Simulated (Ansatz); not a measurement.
A nudged elastic band was laid between two geometries of C4H13NSi (19 atoms, charge 0, multiplicity 1).

The calculation used Ansatz, RKS PBE-D4/6-31G.

```yaml
movable_images: 7
climbing_image: yes
spring: 5.0 eV/Å²
optimiser: quadratic models (default)
start_path: IDPP
force_threshold: 0.05 eV/Å
iteration_limit: 41
end_points: relaxed
```

Initial state:

```xyz
19
Properties=species:S:1:pos:R:3
C 1.836 0.390 -0.111
C 0.758 -0.572 0.409
N 1.386 -1.868 0.704
C -0.366 -0.809 -0.624
C -1.146 0.455 -1.045
Si -1.978 1.425 0.408
H 2.271 -0.006 -1.045
H 1.421 1.394 -0.300
H 2.650 0.502 0.628
H 0.290 -0.102 1.314
H 2.204 -1.809 1.313
H 0.732 -2.589 1.019
H -1.078 -1.546 -0.199
H 0.095 -1.287 -1.510
H -1.952 0.174 -1.748
H -0.489 1.155 -1.594
H -0.987 2.252 1.204
H -3.032 2.374 -0.131
H -2.658 0.462 1.365
```

Final state:

```xyz
19
Properties=species:S:1:pos:R:3
C 1.868 -0.014 0.213
C 0.549 -0.777 0.406
N 0.851 -2.208 0.557
C -0.405 -0.613 -0.797
C -0.837 0.837 -1.099
Si -1.699 1.756 0.370
H 2.370 -0.362 -0.706
H 1.697 1.073 0.145
H 2.550 -0.189 1.065
H 0.035 -0.346 1.305
H 1.549 -2.415 1.274
H 0.025 -2.803 0.649
H -1.310 -1.227 -0.608
H 0.098 -1.054 -1.680
H -1.551 0.841 -1.944
H 0.028 1.444 -1.423
H -2.437 2.981 -0.138
H -2.710 0.845 1.043
H -0.716 2.224 1.426
```

(1) Which bonds break or form, and what moves?

(2) Give the energies along the band, and the barrier.

(3) What is the geometry of the highest image?

(4) What are the harmonic wavenumbers there?

The band took 12 iterations and about 8 core-minutes.

## Answers

(1) No bond is made or broken. The dihedral C4–C5–Si6–H19 goes from -44 to 77°. The two ends are copies of one structure, up to a mirror image or an exchange of like atoms.

(2) The forces met the threshold. The highest image is number 4 of 0 to 8, 1.3 kcal/mol above the ends, which have the same energy within 2 meV. A vibrational analysis at the climbing image gives one clearly imaginary mode, 95i cm⁻¹: a first-order saddle point. Limits of this set-up: no polarisation functions.

```json
{"image": "0", "path coordinate (Å)": "0.00", "energy (kcal/mol)": "0.0", "dihedral C4–C5–Si6–H19 (°)": "-44"}
{"image": "1", "path coordinate (Å)": "0.64", "energy (kcal/mol)": "0.2", "dihedral C4–C5–Si6–H19 (°)": "-32"}
{"image": "2", "path coordinate (Å)": "1.28", "energy (kcal/mol)": "0.7", "dihedral C4–C5–Si6–H19 (°)": "-18"}
{"image": "3", "path coordinate (Å)": "1.92", "energy (kcal/mol)": "1.2", "dihedral C4–C5–Si6–H19 (°)": "-1"}
{"image": "4", "path coordinate (Å)": "2.56", "energy (kcal/mol)": "1.3", "dihedral C4–C5–Si6–H19 (°)": "15"}
{"image": "5", "path coordinate (Å)": "3.36", "energy (kcal/mol)": "1.1", "dihedral C4–C5–Si6–H19 (°)": "35"}
{"image": "6", "path coordinate (Å)": "4.17", "energy (kcal/mol)": "0.7", "dihedral C4–C5–Si6–H19 (°)": "53"}
{"image": "7", "path coordinate (Å)": "4.98", "energy (kcal/mol)": "0.3", "dihedral C4–C5–Si6–H19 (°)": "66"}
{"image": "8", "path coordinate (Å)": "5.79", "energy (kcal/mol)": "0.0", "dihedral C4–C5–Si6–H19 (°)": "77"}
```

(3) 
```xyz
19
Properties=species:S:1:pos:R:3:forces:R:3
C 2.044 -0.104 -0.022 0.00 0.00 0.01
C 0.682 -0.691 0.382 0.00 0.01 0.00
N 0.858 -2.124 0.659 0.00 0.00 0.00
C -0.371 -0.543 -0.740 -0.01 0.00 0.00
C -0.840 0.909 -0.982 0.00 0.00 0.00
Si -1.992 1.624 0.406 0.00 0.00 0.01
H 2.428 -0.634 -0.910 0.00 0.00 0.00
H 1.970 0.973 -0.246 0.00 0.00 0.00
H 2.779 -0.221 0.796 0.00 0.00 0.00
H 0.314 -0.117 1.271 0.00 0.00 0.00
H 1.629 -2.336 1.296 0.00 0.00 0.00
H -0.001 -2.607 0.931 0.00 0.00 0.00
H -1.244 -1.180 -0.491 0.00 0.00 0.00
H 0.065 -0.967 -1.665 0.00 0.00 0.00
H -1.402 0.968 -1.931 0.00 0.00 0.00
H 0.030 1.580 -1.097 0.00 0.00 0.00
H -1.610 3.041 0.790 0.00 0.00 0.00
H -3.439 1.648 -0.053 0.00 0.00 0.00
H -1.939 0.776 1.663 0.00 0.00 0.00
```

(4) 95i, 49, 118, 210, 238, 272, 293, 386, 417, 474, 519, 588, 612, 648, 760, 863, 873, 896, 898, 905, 964, 997, 1036, 1090, 1111, 1175, 1217, 1248, 1283, 1323, 1370, 1388, 1400, 1465, 1484, 1489, 1504, 1657, 2093, 2112, 2116, 2819, 2953, 2980, 2997, 3013, 3052, 3058, 3081, 3433, 3555 cm⁻¹.

The run took 8.5 min on 1 thread of Arm Neoverse V1 (shared host), peak memory 0.16 GiB.
